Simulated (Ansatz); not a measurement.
Ansatz (a quantum-chemistry and plane-wave program) input (B3LYP-D3(BJ)/def2-TZVP):

Ansatz 0.2 input:
```yaml
crystal:
  periodic: [false, false, false]
  atoms:
    - {symbol: C, position_ang: [-2.25196698, -0.25485248, -0.97931092]}
    - {symbol: C, position_ang: [-1.23479052, -0.23651024, 0.16138048]}
    - {symbol: C, position_ang: [-0.61099224, 1.14666950, 0.43988460]}
    - {symbol: C, position_ang: [0.73118032, 0.82821710, 1.11102011]}
    - {symbol: C, position_ang: [1.23584857, -0.44296398, 0.38617509]}
    - {symbol: C, position_ang: [2.17130576, -0.11898373, -0.79327994]}
    - {symbol: C, position_ang: [-0.03424483, -1.10014197, -0.05153402]}
    - {symbol: H, position_ang: [-2.64732928, -1.25989029, -1.13984146]}
    - {symbol: H, position_ang: [-1.78910299, 0.07725076, -1.91131509]}
    - {symbol: H, position_ang: [-3.09480543, 0.40568021, -0.76296522]}
    - {symbol: H, position_ang: [-1.75982284, -0.56405879, 1.07554673]}
    - {symbol: H, position_ang: [-1.25311833, 1.78602088, 1.04731594]}
    - {symbol: H, position_ang: [-0.44543279, 1.66077881, -0.51154329]}
    - {symbol: H, position_ang: [0.56888908, 0.60671369, 2.16887430]}
    - {symbol: H, position_ang: [1.44392298, 1.65258531, 1.05562905]}
    - {symbol: H, position_ang: [1.79734363, -1.08390073, 1.07697955]}
    - {symbol: H, position_ang: [3.09697674, 0.33959020, -0.43677319]}
    - {symbol: H, position_ang: [1.69375301, 0.57156191, -1.49130568]}
    - {symbol: H, position_ang: [2.43068614, -1.02390554, -1.34567375]}
    - {symbol: H, position_ang: [-0.08000019, -2.09703161, -0.47094048]}
basis:
  gaussian:
    orbitals: def2-TZVP
hamiltonian:
  xc: b3lyp
  dispersion: d3bj
magnetization: {spin_polarized: true, initial_magnetization: 1}
phonons: {temperatures: {t_min: 298.15, t_max: 298.15, t_step: 100}}
```

Output:

```
Functional definition: B3LYP
integrals: 0.30 GiB planned
1832 factors; their error is unknown
0.43 GiB of the device are held for the grids
2.04 GiB of device memory are held for the factors and their scratch space
mean field: 2.58 GiB planned
mean field evaluation 1: about -7454.7625 eV, gradient 6.1e1 eV
mean field evaluation 2: about -7435.5797 eV, gradient 8.6e1 eV
mean field evaluation 4: about -7472.9040 eV, gradient 4.9e0 eV
mean field evaluation 8: about -7473.0083 eV, gradient 7.9e-2 eV
mean field evaluation 16: about -7472.9508 eV, gradient 5.2e-4 eV
mean field -7472.95076088 eV, -274.6258751145 hartree, gradient 7.0e-5 eV, S^2 0.754278; 0 other end points of the search recorded, 0 dependent functions left out
the calculation of the forces begins
reference -7472.95110571 eV, -274.6258877865 hartree; 28, 27 occupied and 267, 268 virtual orbitals, 1832 factors
these checks for a lower state are left out or cut short: stability, starts, cluster_reference, orbital_swaps, neighbouring_geometries, increment
integrals: 0.30 GiB planned
1832 factors; their error is unknown
0.43 GiB of the device are held for the grids
2.04 GiB of device memory are held for the factors and their scratch space
mean field: 2.58 GiB planned
mean field -7472.95053320 eV, -274.6258667472 hartree, gradient 2.2e-6 eV, S^2 0.754277; 0 other end points of the search recorded, 0 dependent functions left out
the calculation of the forces begins
reference -7472.95087805 eV, -274.6258794205 hartree; 28, 27 occupied and 267, 268 virtual orbitals, 1832 factors
these checks for a lower state are left out or cut short: stability, starts, cluster_reference, orbital_swaps, neighbouring_geometries, increment
integrals: 0.30 GiB planned
1832 factors; their error is unknown
0.43 GiB of the device are held for the grids
2.04 GiB of device memory are held for the factors and their scratch space
mean field: 2.58 GiB planned
mean field evaluation 32: about -7472.9507 eV, gradient 9.9e-7 eV
mean field -7472.95067505 eV, -274.6258719603 hartree, gradient 2.2e-6 eV, S^2 0.754279; 0 other end points of the search recorded, 0 dependent functions left out
the calculation of the forces begins
reference -7472.95101984 eV, -274.6258846311 hartree; 28, 27 occupied and 267, 268 virtual orbitals, 1832 factors
these checks for a lower state are left out or cut short: stability, starts, cluster_reference, orbital_swaps, neighbouring_geometries, increment
integrals: 0.30 GiB planned
1832 factors; their error is unknown
0.43 GiB of the device are held for the grids
2.04 GiB of device memory are held for the factors and their scratch space
mean field: 2.58 GiB planned
mean field -7472.95057399 eV, -274.6258682464 hartree, gradient 2.2e-6 eV, S^2 0.754278; 0 other end points of the search recorded, 0 dependent functions left out
the calculation of the forces begins
reference -7472.95091882 eV, -274.6258809186 hartree; 28, 27 occupied and 267, 268 virtual orbitals, 1832 factors
these checks for a lower state are left out or cut short: stability, starts, cluster_reference, orbital_swaps, neighbouring_geometries, increment
integrals: 0.30 GiB planned
1832 factors; their error is unknown
0.43 GiB of the device are held for the grids
2.04 GiB of device memory are held for the factors and their scratch space
mean field: 2.58 GiB planned
mean field -7472.95060471 eV, -274.6258693754 hartree, gradient 2.2e-6 eV, S^2 0.754279; 0 other end points of the search recorded, 0 dependent functions left out
[...]
1832 factors; their error is unknown
0.43 GiB of the device are held for the grids
2.04 GiB of device memory are held for the factors and their scratch space
mean field: 2.58 GiB planned
mean field -7472.95067468 eV, -274.6258719467 hartree, gradient 2.2e-6 eV, S^2 0.754278; 0 other end points of the search recorded, 0 dependent functions left out
the calculation of the forces begins
reference -7472.95101946 eV, -274.6258846170 hartree; 28, 27 occupied and 267, 268 virtual orbitals, 1832 factors
these checks for a lower state are left out or cut short: stability, starts, cluster_reference, orbital_swaps, neighbouring_geometries, increment
integrals: 0.30 GiB planned
1832 factors; their error is unknown
0.43 GiB of the device are held for the grids
2.04 GiB of device memory are held for the factors and their scratch space
mean field: 2.58 GiB planned
mean field evaluation 800: about -7472.9507 eV, gradient 8.1e-4 eV
mean field -7472.95069613 eV, -274.6258727349 hartree, gradient 2.2e-6 eV, S^2 0.754278; 0 other end points of the search recorded, 0 dependent functions left out
the calculation of the forces begins
reference -7472.95104100 eV, -274.6258854088 hartree; 28, 27 occupied and 267, 268 virtual orbitals, 1832 factors
these checks for a lower state are left out or cut short: stability, starts, cluster_reference, orbital_swaps, neighbouring_geometries, increment
integrals: 0.30 GiB planned
1832 factors; their error is unknown
0.43 GiB of the device are held for the grids
2.04 GiB of device memory are held for the factors and their scratch space
mean field: 2.58 GiB planned
mean field -7472.95069939 eV, -274.6258728548 hartree, gradient 2.2e-6 eV, S^2 0.754278; 0 other end points of the search recorded, 0 dependent functions left out
the calculation of the forces begins
reference -7472.95104420 eV, -274.6258855263 hartree; 28, 27 occupied and 267, 268 virtual orbitals, 1832 factors
these checks for a lower state are left out or cut short: stability, starts, cluster_reference, orbital_swaps, neighbouring_geometries, increment
integrals: 0.30 GiB planned
1832 factors; their error is unknown
0.43 GiB of the device are held for the grids
2.04 GiB of device memory are held for the factors and their scratch space
mean field: 2.58 GiB planned
mean field -7472.95074949 eV, -274.6258746958 hartree, gradient 2.2e-6 eV, S^2 0.754278; 0 other end points of the search recorded, 0 dependent functions left out
the calculation of the forces begins
reference -7472.95109433 eV, -274.6258873685 hartree; 28, 27 occupied and 267, 268 virtual orbitals, 1832 factors
these checks for a lower state are left out or cut short: stability, starts, cluster_reference, orbital_swaps, neighbouring_geometries, increment
integrals: 0.30 GiB planned
1832 factors; their error is unknown
0.43 GiB of the device are held for the grids
2.04 GiB of device memory are held for the factors and their scratch space
mean field: 2.58 GiB planned
mean field -7472.95074503 eV, -274.6258745318 hartree, gradient 2.2e-6 eV, S^2 0.754278; 0 other end points of the search recorded, 0 dependent functions left out
the calculation of the forces begins
reference -7472.95108984 eV, -274.6258872035 hartree; 28, 27 occupied and 267, 268 virtual orbitals, 1832 factors
these checks for a lower state are left out or cut short: stability, starts, cluster_reference, orbital_swaps, neighbouring_geometries, increment
integrals: 0.30 GiB planned
1832 factors; their error is unknown
0.43 GiB of the device are held for the grids
2.04 GiB of device memory are held for the factors and their scratch space
mean field: 2.58 GiB planned
mean field -7472.95074716 eV, -274.6258746102 hartree, gradient 2.2e-6 eV, S^2 0.754279; 0 other end points of the search recorded, 0 dependent functions left out
the calculation of the forces begins
reference -7472.95109200 eV, -274.6258872826 hartree; 28, 27 occupied and 267, 268 virtual orbitals, 1832 factors
these checks for a lower state are left out or cut short: stability, starts, cluster_reference, orbital_swaps, neighbouring_geometries, increment
integrals: 0.30 GiB planned
1832 factors; their error is unknown
0.43 GiB of the device are held for the grids
2.04 GiB of device memory are held for the factors and their scratch space
mean field: 2.58 GiB planned
mean field evaluation 832: about -7473.0084 eV, gradient 5.8e-1 eV
mean field -7472.95061587 eV, -274.6258697852 hartree, gradient 2.2e-6 eV, S^2 0.754271; 0 other end points of the search recorded, 0 dependent functions left out
the calculation of the forces begins
reference -7472.95096065 eV, -274.6258824557 hartree; 28, 27 occupied and 267, 268 virtual orbitals, 1832 factors
these checks for a lower state are left out or cut short: stability, starts, cluster_reference, orbital_swaps, neighbouring_geometries, increment
integrals: 0.30 GiB planned
1832 factors; their error is unknown
0.43 GiB of the device are held for the grids
2.04 GiB of device memory are held for the factors and their scratch space
mean field: 2.58 GiB planned
mean field -7472.95072142 eV, -274.6258736642 hartree, gradient 2.2e-6 eV, S^2 0.754286; 0 other end points of the search recorded, 0 dependent functions left out
the calculation of the forces begins
reference -7472.95106628 eV, -274.6258863378 hartree; 28, 27 occupied and 267, 268 virtual orbitals, 1832 factors
these checks for a lower state are left out or cut short: stability, starts, cluster_reference, orbital_swaps, neighbouring_geometries, increment
integrals: 0.30 GiB planned
1832 factors; their error is unknown
0.43 GiB of the device are held for the grids
2.04 GiB of device memory are held for the factors and their scratch space
mean field: 2.58 GiB planned
mean field -7472.95073807 eV, -274.6258742762 hartree, gradient 2.2e-6 eV, S^2 0.754275; 0 other end points of the search recorded, 0 dependent functions left out
the calculation of the forces begins
reference -7472.95108287 eV, -274.6258869472 hartree; 28, 27 occupied and 267, 268 virtual orbitals, 1832 factors
these checks for a lower state are left out or cut short: stability, starts, cluster_reference, orbital_swaps, neighbouring_geometries, increment
integrals: 0.30 GiB planned
1832 factors; their error is unknown
0.43 GiB of the device are held for the grids
2.04 GiB of device memory are held for the factors and their scratch space
mean field: 2.58 GiB planned
mean field -7472.95074874 eV, -274.6258746682 hartree, gradient 2.2e-6 eV, S^2 0.754282; 0 other end points of the search recorded, 0 dependent functions left out
the calculation of the forces begins
reference -7472.95109359 eV, -274.6258873413 hartree; 28, 27 occupied and 267, 268 virtual orbitals, 1832 factors
Total energy: -7473.76595691 eV, -274.6558330161 hartree
Atom 0 at    -2.251967    -0.254852    -0.979311 Å, force    -0.000002    -0.000146     0.000026 eV/Å
Atom 1 at    -1.234791    -0.236510     0.161380 Å, force    -0.000284    -0.000330    -0.000142 eV/Å
Atom 2 at    -0.610992     1.146670     0.439885 Å, force     0.000038    -0.000276     0.000168 eV/Å
Atom 3 at     0.731180     0.828217     1.111020 Å, force     0.000029     0.000357     0.000028 eV/Å
Atom 4 at     1.235849    -0.442964     0.386175 Å, force     0.000157     0.000000     0.000153 eV/Å
Atom 5 at     2.171306    -0.118984    -0.793280 Å, force    -0.000068    -0.000002     0.000052 eV/Å
Atom 6 at    -0.034245    -1.100142    -0.051534 Å, force     0.000492     0.000221    -0.000070 eV/Å
Atom 7 at    -2.647329    -1.259890    -1.139841 Å, force    -0.000240     0.000037    -0.000071 eV/Å
Atom 8 at    -1.789103     0.077251    -1.911315 Å, force    -0.000072     0.000030     0.000060 eV/Å
Atom 9 at    -3.094805     0.405680    -0.762965 Å, force    -0.000054    -0.000054    -0.000076 eV/Å
Atom 10 at    -1.759823    -0.564059     1.075547 Å, force     0.000163     0.000277    -0.000007 eV/Å
Atom 11 at    -1.253118     1.786021     1.047316 Å, force    -0.000097     0.000033    -0.000027 eV/Å
Atom 12 at    -0.445433     1.660779    -0.511543 Å, force     0.000232    -0.000001     0.000021 eV/Å
Atom 13 at     0.568889     0.606714     2.168874 Å, force    -0.000090    -0.000097    -0.000136 eV/Å
Atom 14 at     1.443923     1.652585     1.055629 Å, force     0.000078    -0.000053     0.000108 eV/Å
Atom 15 at     1.797344    -1.083901     1.076980 Å, force     0.000033    -0.000101     0.000017 eV/Å
Atom 16 at     3.096977     0.339590    -0.436773 Å, force    -0.000010    -0.000002    -0.000067 eV/Å
Atom 17 at     1.693753     0.571562    -1.491306 Å, force    -0.000211    -0.000155    -0.000082 eV/Å
Atom 18 at     2.430686    -1.023906    -1.345674 Å, force     0.000007     0.000005     0.000130 eV/Å
Atom 19 at    -0.080000    -2.097032    -0.470940 Å, force    -0.000103     0.000256    -0.000089 eV/Å
Dipole moment:    -0.001495     0.010185     0.040165 e Å
Vibrations: 77.79 172.29 236.35 240.60 291.35 330.40 366.24 408.11 485.49 565.60 691.10 779.86 832.77 900.82 907.86 938.01 965.38 987.16 1008.88 1032.14 1063.98 1076.22 1109.21 1167.70 1196.00 1224.78 1284.05 1294.41 1310.95 1324.23 1334.31 1346.93 1373.30 1404.29 1410.10 1489.05 1493.68 1496.54 1497.70 1500.30 1505.30 2899.03 2981.17 3022.41 3023.30 3028.99 3037.33 3076.37 3083.48 3085.52 3086.10 3089.00 3094.04 3182.39 cm⁻¹, zero-point energy 4.947611 eV
```

It need not be the lowest isomer of its formula.
